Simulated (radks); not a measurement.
Values are calculated unless marked as measured or tabulated.
Q: Ionisation of the iron ion Fe7+, [Ar] 3d1, to Fe8+, [Ar], under several functionals. Scalar-relativistic Kohn-Sham, spin-polarised, spherical densities, point nucleus; open shells are filled with parallel spins first; a radial shooting solver on a logarithmic mesh with Libxc functionals. Known Delta-SCF values: exchange-only PBE 149.81 eV; AM05 151.22 eV. What does XLYP give, and what is its highest occupied eigenvalue?

A: 151.24 eV by Delta-SCF; the 3d eigenvalue is -137.64 eV. NIST: 151.06 eV (measured).
